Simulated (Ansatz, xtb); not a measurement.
Spectroscopic constants of CoO, multiplicity 6 (not the ground state: that is measured with 2S+1 = 4). No spin–orbit coupling. Co is treated without relativity. The T1 diagnostic near the minimum is 0.053, so single-reference values are doubtful.

Seven points along R, fitted to fifth degree in 1/R; most abundant isotopes. In def2 and cc sets the state is the lowest found near the PBE0 minimum, followed along R.

Run with Ansatz (Gaussian basis) for Hartree–Fock, density functionals and correlated methods; xtb for the GFN methods. Each number belongs to the level named beside it. The GFN methods have no spin term and hold the electronic entropy of 300 K.

```json
[
 {"level": "GFN1-xTB", "r_e (Å)": "1.601", "ω_e (cm⁻¹)": "853", "B_e (cm⁻¹)": "0.523", "α_e (cm⁻¹)": "0.0046", "dipole (D)": "-"},
 {"level": "GFN2-xTB", "r_e (Å)": "1.634", "ω_e (cm⁻¹)": "670", "B_e (cm⁻¹)": "0.502", "α_e (cm⁻¹)": "0.0062", "dipole (D)": "-"},
 {"level": "SVWN5/def2-TZVPP", "r_e (Å)": "1.636", "ω_e (cm⁻¹)": "859", "B_e (cm⁻¹)": "0.501", "α_e (cm⁻¹)": "0.0042", "dipole (D)": "1.11"},
 {"level": "PBE/def2-TZVPP", "r_e (Å)": "1.665", "ω_e (cm⁻¹)": "802", "B_e (cm⁻¹)": "0.483", "α_e (cm⁻¹)": "0.0044", "dipole (D)": "1.20"},
 {"level": "r2SCAN/def2-TZVPP", "r_e (Å)": "1.648", "ω_e (cm⁻¹)": "836", "B_e (cm⁻¹)": "0.493", "α_e (cm⁻¹)": "0.0046", "dipole (D)": "1.41"},
 {"level": "B97M-V/def2-TZVPP", "r_e (Å)": "1.652", "ω_e (cm⁻¹)": "809", "B_e (cm⁻¹)": "0.491", "α_e (cm⁻¹)": "0.0052", "dipole (D)": "1.63"},
 {"level": "B3LYP/def2-TZVPP", "r_e (Å)": "1.658", "ω_e (cm⁻¹)": "800", "B_e (cm⁻¹)": "0.487", "α_e (cm⁻¹)": "0.0051", "dipole (D)": "1.59"},
 {"level": "PBE0/def2-TZVPP", "r_e (Å)": "1.640", "ω_e (cm⁻¹)": "833", "B_e (cm⁻¹)": "0.498", "α_e (cm⁻¹)": "0.0051", "dipole (D)": "1.58"},
 {"level": "CAM-B3LYP/def2-TZVPP", "r_e (Å)": "1.639", "ω_e (cm⁻¹)": "837", "B_e (cm⁻¹)": "0.499", "α_e (cm⁻¹)": "0.0050", "dipole (D)": "1.61"},
 {"level": "wB97X-V/def2-TZVPP", "r_e (Å)": "1.633", "ω_e (cm⁻¹)": "861", "B_e (cm⁻¹)": "0.502", "α_e (cm⁻¹)": "0.0049", "dipole (D)": "1.49"},
 {"level": "wB97M-V/def2-TZVPP", "r_e (Å)": "1.636", "ω_e (cm⁻¹)": "847", "B_e (cm⁻¹)": "0.501", "α_e (cm⁻¹)": "0.0051", "dipole (D)": "1.57"},
 {"level": "CCSD/def2-TZVPP", "r_e (Å)": "1.644", "ω_e (cm⁻¹)": "841", "B_e (cm⁻¹)": "0.496", "α_e (cm⁻¹)": "0.0042", "dipole (D)": "-"},
 {"level": "CCSD(T)/def2-TZVPP", "r_e (Å)": "1.644", "ω_e (cm⁻¹)": "834", "B_e (cm⁻¹)": "0.496", "α_e (cm⁻¹)": "0.0064", "dipole (D)": "-"}
]
```

Correlated levels freeze the inner cores; with def2 sets outer-core shells near the valence are correlated too.

Doubts at one or more of the structures used: T1 above 0.05 (CCSD/def2-TZVPP, CCSD(T)/def2-TZVPP); other coupled-cluster roots lie near (CCSD/def2-TZVPP, CCSD(T)/def2-TZVPP); a spin-contaminated determinant (CCSD/def2-TZVPP, CCSD(T)/def2-TZVPP).

Ansatz is a quantum-chemistry and plane-wave program.
